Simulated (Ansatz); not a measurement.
Geometry optimisation, RKS revPBE-D4/def2-SVP (Ansatz).

Input:

```yaml
crystal:
  periodic: [false, false, false]
  atoms:
    - { symbol: Ga, position_ang: [-0.084897, 0.303662, -1.087176] }
    - { symbol: Cl, position_ang: [1.700823, -0.362674, 1.777368] }
    - { symbol: H, position_ang: [2.073127, 0.255209, 0.64923] }
    - { symbol: O, position_ang: [-1.793545, -0.328427, -0.903977] }
    - { symbol: H, position_ang: [-2.188208, -0.714471, -0.101745] }
basis:
  gaussian: { orbitals: def2-SVP }
hamiltonian:
  xc: revpbe
  dispersion: d4
relax:
  f_tol: 0.03
  max_steps: 50
output:
  orbitals: {}
```

Run as:

```bash
$ ansatz run input.yaml --threads 1 --pin off --max-ram 2048MiB --backend cpu --events-out ev --progress --plain --runs-dir out
```

Where does it end, and by what steps?

It converged. The force dipped under the threshold on the way, but the program's further checks kept it going. After 13 steps the energy has fallen by 0.028 eV; Cl2 moved furthest, 0.34 Å.

| step | energy less start (eV) | largest force component (eV/Å) | accepted |
| --- | --- | --- | --- |
| 0 | 0.0000 | 0.793 | yes |
| 1 | -0.0067 | 0.647 | yes |
| 2 | -0.0019 | 0.769 | no |
| 3 | -0.0087 | 0.608 | yes |
| 4 | -0.0195 | 0.136 | yes |
| 5 | -0.0207 | 0.084 | yes |
| 6 | -0.0208 | 0.085 | yes |
| 7 | -0.0210 | 0.085 | yes |
| 8 | -0.0227 | 0.330 | yes |
| 9 | -0.0235 | 0.296 | yes |
| 10 | -0.0195 | 0.277 | no |
| 11 | -0.0269 | 0.109 | yes |
| 12 | -0.0277 | 0.010 | yes |
| 13 | -0.0278 | 0.016 | yes |

```xyz
5
Properties=species:S:1:pos:R:3
Ga -0.157 0.365 -1.308
Cl 1.385 -0.317 1.657
H 2.241 0.299 0.900
O -1.779 -0.385 -0.884
H -1.983 -0.809 -0.032
```

Whether the end is a true minimum wasn't checked by a vibrational analysis.

Time of the run: 28 s on 1 thread of Arm Neoverse V1 (shared host), peak memory 0.14 GiB.
